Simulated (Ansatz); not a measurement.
Basis-set extrapolation for `CBCBC` (PBE0-D4/def2-TZVP geometry, frozen core, the Gaussian-basis code of Ansatz). Multiplicity 1, RHF reference.

```json
{"": "HF", "def2-TZVPP": "-168.858597", "def2-QZVPP": "-168.866821"}
{"": "MP2 correlation", "def2-TZVPP": "-0.733062", "def2-QZVPP": "-0.778558"}
{"": "CCSD(T) correlation", "def2-TZVPP": "-0.824967", "def2-QZVPP": "not run"}
```

Energies in hartree. Use E(X) = E(∞) + A·exp(−7.88·√X) for Hartree–Fock and E(X) = E(∞) + B·X^(−2.97) for correlation, with X = 3 and 4, and add CCSD(T) minus MP2 of the smaller set to the MP2 limit.

Q: What is the CCSD(T) energy at the basis-set limit?

A: HF limit: -168.866821 + (-0.008224) × 0.13774 = -168.86795. MP2 limit: -0.778558 + (-0.045496) × 0.74074 = -0.81226. Higher-order term: -0.824967 − (-0.733062) = -0.09191. Total: -169.77212 hartree, 232.5 kJ/mol below CCSD(T)/def2-TZVPP.
